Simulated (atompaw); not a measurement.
An all-electron radial function and its pseudo partner (hydrogen)

Columns: radius, all-electron u(r) and pseudo u(r) of the 1s shell (level -6.49 eV) of hydrogen in the configuration 1s1; PBE, scalar-relativistic, PAW (atompaw) scheme, atompaw 4.2.0.5.

| r (bohr) | all-electron | pseudo |
| --- | --- | --- |
| 0.031 | 0.0577 | 0.0464 |
| 0.062 | 0.1118 | 0.0925 |
| 0.092 | 0.1609 | 0.1366 |
| 0.123 | 0.2085 | 0.1811 |
| 0.154 | 0.2529 | 0.2245 |
| 0.185 | 0.2943 | 0.2664 |
| 0.215 | 0.3317 | 0.3053 |
| 0.246 | 0.3677 | 0.3436 |
| 0.277 | 0.4012 | 0.3799 |
| 0.308 | 0.4322 | 0.4140 |
| 0.338 | 0.4601 | 0.4449 |
| 0.369 | 0.4867 | 0.4745 |
| 0.400 | 0.5113 | 0.5017 |
| 0.431 | 0.5339 | 0.5267 |
| 0.462 | 0.5546 | 0.5495 |
| 0.492 | 0.5730 | 0.5694 |
| 0.523 | 0.5904 | 0.5880 |
| 0.554 | 0.6062 | 0.6048 |
| 0.585 | 0.6205 | 0.6197 |
| 0.615 | 0.6330 | 0.6326 |
| 0.646 | 0.6446 | 0.6444 |
| 0.677 | 0.6549 | 0.6549 |
| 0.708 | 0.6641 | 0.6641 |
| 0.738 | 0.6719 | 0.6719 |
| 0.769 | 0.6789 | 0.6789 |
| 0.800 | 0.6849 | 0.6849 |

How many radial nodes do the two functions have?

The all-electron 1s function has n − l − 1 = 0; the pseudo-wave has 0.

Is the pseudo-wave norm-conserving?

No, it belongs to a PAW set: the norm inside the radius is not constrained, and the difference is carried by the augmentation charge.
